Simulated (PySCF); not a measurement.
**Radial density of C⁺ (carbon, charge +1)**

UHF, [He] 2s2 2p1, 2P determinant. Computed with PySCF 2.14 in dyall-acv3z, with no relativity, point nucleus.

```csv
r (bohr),4πr²ρ (e/bohr),4πr²(ρα − ρβ)
0.00362,0.02019,0.0000
0.00608,0.05549,0.0000
0.0102,0.1493,0.0001
0.0172,0.3888,0.0001
0.0289,0.9560,0.0004
0.0487,2.138,0.0009
0.0819,4.085,0.0028
0.138,6.005,0.0101
0.232,5.737,0.0429
0.390,2.833,0.1636
0.655,1.393,0.4457
1.10,2.082,0.6613
1.85,1.205,0.3660
3.12,0.1375,0.0459
5.25,0.001331,0.0005
```
